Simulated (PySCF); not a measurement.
Protons, H atoms and electrons added to or taken from C1=CC1. All species are isolated molecules in the gas phase. Strings in code marks are SMILES.

Quantity: electronic energy of isomers of C3H3, doublet states, relative to `[CH]1C=C1`, in kJ/mol.

Case: `[C]1=CC1`. Geometry of `[C]1=CC1` (neutral, multiplicity 2, Å):

```xyz
6

C      0.2443     0.9367    -0.6772
C      0.9415     0.0765    -0.0508
C     -0.6644    -0.0164     0.0086
H      1.7900    -0.4509     0.3352
H     -1.1512    -0.8107    -0.5507
H     -1.1585     0.2649     0.9346
```

Task: What electronic energy of isomers of C3H3, doublet states, relative to `[CH]1C=C1` does B3LYP-D3(BJ)/def2-TZVP (PySCF) give?

Result: 41.52 kJ/mol.
